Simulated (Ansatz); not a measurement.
Gas-phase electronic energies from Ansatz, PBE0-D4/def2-TZVP geometries. CCSD(T)/CBS is the MP2 limit (def2-TZVPP, def2-QZVPP) plus CCSD(T) − MP2 in def2-TZVPP, frozen cores. This one scheme is used for every species. DFT in def2-TZVPP. B3LYP here is the variant with VWN-RPA as its local correlation; programs differ in this. One conformer a species, not always the lowest.

`NCOC[SiH3]` + `N=CCl` → `[SiH3]/N=C/Cl` + `COCN`  (ligand exchange at the Si–C bond)

| level | ΔE (kJ/mol) |
| --- | --- |
| r2SCAN-D4 | -70.4 |
| PBE0-D4 | -64.8 |
| B3LYP-D4 | -71.0 |
| ωB97X-V | -65.2 |
| B3LYP | -71.8 |
| CCSD/def2-TZVPP | -67.1 |
| MP2/def2-QZVPP | -72.7 |
| CCSD/CBS(def2) | -66.5 |

Question: What does CCSD(T)/CBS give? (An estimate is asked.)

Answer: Computed: -66.4 kJ/mol. The listed levels differ from it by -4.0, 1.6, -4.6, 1.2, -5.4, -0.7, -6.3, -0.1 kJ/mol.

Largest T1 diagnostic among the species: 0.013.

In def2-TZVPP, CCSD(T) changes the Hartree–Fock value by +11.2 kJ/mol (the triples alone add +0.1 kJ/mol) and MP2 by +5.3 kJ/mol.
